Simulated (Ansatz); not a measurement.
Abridged output of a molecular run in Ansatz:

```
Functional definition: HF
1500 factors; integrals over basis functions are off by at most 1.3e-3 eV
mean field evaluation 1: about -12255.0036 eV, gradient 4.0e1 eV
mean field evaluation 2: about -12255.2759 eV, gradient 4.0e1 eV
mean field evaluation 4: about -12259.0676 eV, gradient 4.8e0 eV
mean field evaluation 8: about -12259.1523 eV, gradient 4.3e-1 eV
mean field evaluation 16: about -12259.1536 eV, gradient 2.6e-6 eV
mean field -12259.15363554 eV, -450.5155865534 hartree, gradient 2.6e-6 eV, S^2 0.000000; 0 other end points of the search recorded, 0 dependent functions left out
9 core orbitals not correlated: weight in the atoms' cores, before any rotation towards them, 1.000 or more for the frozen orbitals, at most 0.000 for the correlated occupied ones
reference -12259.15363554 eV, -450.5155865534 hartree; 14, 14 occupied and 227, 227 virtual orbitals, 1500 factors
second order -23.14832034 eV of doubles, -0.00000000 eV of singles
cycle   1  -23.31441840 eV  change   -1.7e-1 eV  update   1.1e-1
cycle   2  -23.94666563 eV  change   -6.3e-1 eV  update   3.4e-2
cycle   3  -24.09362544 eV  change   -1.5e-1 eV  update   1.8e-2
cycle   4  -24.07934063 eV  change    1.4e-2 eV  update   4.3e-3
cycle   5  -24.07905793 eV  change    2.8e-4 eV  update   2.0e-3
cycle   6  -24.07979789 eV  change   -7.4e-4 eV  update   5.6e-4
cycle   7  -24.07942957 eV  change    3.7e-4 eV  update   2.2e-4
cycle   8  -24.07932875 eV  change    1.0e-4 eV  update   8.0e-5
cycle   9  -24.07933935 eV  change   -1.1e-5 eV  update   3.5e-5
perturbative correction -1.00560925 eV, -0.0369554585 hartree
Total energy: -12284.23858415 eV, -451.4374414114 hartree
```

Its atoms:

Z-matrix (Å, degrees):
```
C
Al 1 1.975
N 1 1.441 2 111.6
H 1 1.097 2 107.0 3 119.2
H 1 1.105 2 109.9 3 -126.6
H 2 1.586 1 120.5 3 19.5
H 2 1.591 1 118.9 3 -161.7
C 3 1.254 1 119.7 2 -111.9
O 8 1.342 3 122.8 1 178.0
H 8 1.094 3 125.9 1 -2.2
H 9 0.967 8 106.5 3 -0.4
```

Task: Which basis set was used?
A. cc-pV(Q+d)Z
B. def2-TZVPPD
C. cc-pV(D+d)Z
D. def2-TZVPP

Result: D. It gives 250 functions.

Task: Write the keys of the input that set method, charge and spin (a neutral closed shell needs none for the last two).

Result: 
```yaml
correlation: {method: ccsd_t}
```
